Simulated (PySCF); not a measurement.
hydrogen selenide (H₂Se), SMILES [SeH2]. The structure is a stationary point at ωB97X-D3(BJ)/def2-TZVPD.

These are ωB97X-D3(BJ)/def2-TZVPD run with PySCF values and carry that method's errors.

Harmonic wavenumbers (cm⁻¹): 1080, 2498, 2508. Rotational constants (GHz): 247.7, 227.7, 118.6; symmetry number 2.

### Question
Work out the zero-point energy and the ideal-gas rigid-rotor harmonic-oscillator thermochemistry at 298.15 K and 1 atm.

### Answer
ZPE = ½ Σ hcν = ½ × 6086 cm⁻¹ = 36.40 kJ/mol. H − E(el) = 46.39 kJ/mol. Entropy in J/(mol K): translation 163.55, rotation 55.06, vibration 0.28, total 218.90. G − E(el) = -18.87 kJ/mol. Cp = 34.52 J/(mol K).
